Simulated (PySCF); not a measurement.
Harmonic spectrum computed at PBE0 in the def2-TZVP basis family (core potentials from Rb on, PySCF, no spin–orbit coupling):

```csv
symmetry,ω (cm⁻¹),IR (km/mol)
a1,224,0.7
b2,349,10.0
a2,463,0.0
a1,528,20.7
b1,533,0.0
a1,564,3.6
b1,749,646
b2,874,184
a1,903,118
```

Question: Which molecule gave it? In each, all ligands are bound to the one heavy central atom.
A. SeF₄ (singlet)
B. SF₄ (singlet)
C. SiF₄ (singlet)
D. GeF₄ (singlet)

Answer: B. It has C2v symmetry with S–F 1.553 Å (×2), S–F 1.649 Å (×2).
